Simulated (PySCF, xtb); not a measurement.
NiO, SMILES [Ni]=[O] (connectivity only; charge and spin as stated), neutral, multiplicity 3.

Harmonic wavenumbers (cm⁻¹) from GFN2-xTB run with xtb 6.7.1 at its own minimum, in rising order: 713.

Question: What does PySCF with PBE-D3(BJ)/def2-TZVPD give at its own minimum? (The exact figures need the calculation; the answer reports its results.)

Answer: 837. Paired by order, the mean absolute difference is 124 cm⁻¹ and the zero-point energies are 1.0 and 1.2 kcal/mol.
